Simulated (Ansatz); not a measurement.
C₂H₆BFOSi, SMILES `C[Si]1(F)CBO1`, relaxed with RKS PBE-D4/def2-SVP in Ansatz from a rough embedded geometry. The force threshold is 0.03 eV/Å; the program also tests the step.

The species carries charge 0 and has multiplicity 1.

Start:

```xyz
12

C     0.877   -0.377   -1.582
Si    0.693   -0.211    0.267
F     2.115   -0.147    1.111
C    -0.507    0.965    0.876
B    -1.526   -0.253    1.300
O    -0.437   -1.275    0.988
H     1.374    0.461   -1.994
H    -0.178   -0.480   -1.977
H     1.418   -1.383   -1.806
H    -0.186    1.544    1.668
H    -0.978    1.507   -0.028
H    -2.666   -0.351    1.176
```

Q: How much energy does the relaxation release, and in how many steps? (Best estimate.)

A: Ansatz gave: 159.75 kJ/mol, in 9 steps, 2 of them rejected.

Q: Which bonds change most? (Estimate.)

A: Computed: B5–O6 from 1.526 to 1.382 Å; Si2–C4 from 1.787 to 1.868 Å; C4–H10 from 1.032 to 1.110 Å.

Q: Give the relaxed structure. (Estimate.)

A: The calculation gave: 
```xyz
12

C     0.942   -0.458   -1.608
Si    0.589   -0.158    0.194
F     1.998   -0.264    1.023
C    -0.648    1.093    0.822
B    -1.407   -0.281    1.181
O    -0.544   -1.308    0.846
H     1.649    0.300   -2.001
H     0.009   -0.415   -2.204
H     1.400   -1.459   -1.744
H    -0.325    1.658    1.722
H    -1.151    1.795    0.129
H    -2.512   -0.503    1.640
```
